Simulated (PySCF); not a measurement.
## Bonding in `CO[C@H]1C[C@](C)(C(=O)O)C1`

Compound: C7H12O3.
Numbering: `[CH3:1][O:2][C@H:3]1[CH2:4][C@:5]([CH3:6])([C:7](=[O:8])[OH:9])[CH2:10]1` (hydrogens: H11, H12, H13 on C1; H14 on C3; H15, H16 on C4; H17, H18, H19 on C6; H20 on O9; H21, H22 on C10)

Structure used (GFN2-xTB), in Å, numbered top down from 1:
```
atom  x, y, z in Å
C1     3.2178   -0.7539    0.0102
O2     2.1194   -0.4892    0.8468
C3     1.1038    0.2336    0.2066
C4     0.1950   -0.5338   -0.7796
C5    -1.0367    0.0409   -0.0564
C6    -2.1497   -0.9303    0.3088
C7    -1.5975    1.2440   -0.7816
O8    -1.2164    1.6663   -1.8406
O9    -2.5843    1.8340   -0.0947
C10   -0.1144    0.5001    1.0998
H11    3.9469   -1.2911    0.6132
H12    2.9283   -1.3696   -0.8489
H13    3.6637    0.1770   -0.3615
H14    1.5126    1.1493   -0.2438
H15    0.2847   -0.2669   -1.8295
H16    0.2794   -1.6102   -0.6521
H17   -1.7390   -1.7762    0.8546
H18   -2.6390   -1.3004   -0.5904
H19   -2.8898   -0.4346    0.9323
H20   -2.9106    2.6087   -0.5792
H21   -0.2470    1.5157    1.4636
H22   -0.1377   -0.1939    1.9362
```

Bond orders from the PBE0/pcSseg-1 density (PySCF). Isolated species at its GFN2-xTB geometry (one conformer only).

Q: Where do the orders between heavy atoms depart from those drawn in the SMILES?

A: The largest departure is 0.139, at C7–O9 (drawn single, 1.139). Drawn single, order above 1.12: C7–O9 (1.139).

Q: Give the Mayer order of every bond, beside its length.

A: 
```tsv
bond	drawn as	length (Å)	Mayer order
C1–O2	single	1.406	0.936
O2–C3	single	1.401	0.914
C3–C4	single	1.545	1.007
C4–C5	single	1.540	0.997
C5–C6	single	1.522	1.037
C5–C7	single	1.513	0.880
C7–O8	double	1.202	1.970
C7–O9	single	1.339	1.139
C5–C10	single	1.549	0.962
C10–C3	single	1.534	1.017
C1–H11	single	1.088	0.975
C1–H12	single	1.096	0.957
C1–H13	single	1.097	0.957
C3–H14	single	1.099	0.922
C4–H15	single	1.087	0.938
C4–H16	single	1.087	0.920
C6–H17	single	1.087	0.952
C6–H18	single	1.089	0.961
C6–H19	single	1.087	0.952
O9–H20	single	0.970	0.926
C10–H21	single	1.087	0.954
C10–H22	single	1.087	0.923
```

By pair of heavy elements: C–O: lowest O2–C3 (0.914, 1.401 Å), highest C7–O8 (1.970, 1.202 Å); in 1 of the 6 pairs the longer bond (by over 0.003 Å) has the higher order (by 0.02 or more). C–C: lowest C5–C7 (0.880, 1.513 Å), highest C5–C6 (1.037, 1.522 Å); in 5 of the 15 pairs the longer bond (by over 0.003 Å) has the higher order (by 0.02 or more).

Q: Sum the orders of all bonds at each heavy atom with more than one neighbour and set the sums beside the valence in the SMILES.

A: C1 3.825 (drawn 4), O2 1.850 (drawn 2), C3 3.860 (drawn 4), C4 3.862 (drawn 4), C5 3.876 (drawn 4), C6 3.902 (drawn 4), C7 3.989 (drawn 4), O9 2.065 (drawn 2), C10 3.856 (drawn 4). Orders between atoms that aren't bonded are not in these sums.

For a closed shell the Mayer order of atoms A and B is Σ (PS)μν (PS)νμ over the basis functions μ on A and ν on B, with P the density and S the overlap matrix.
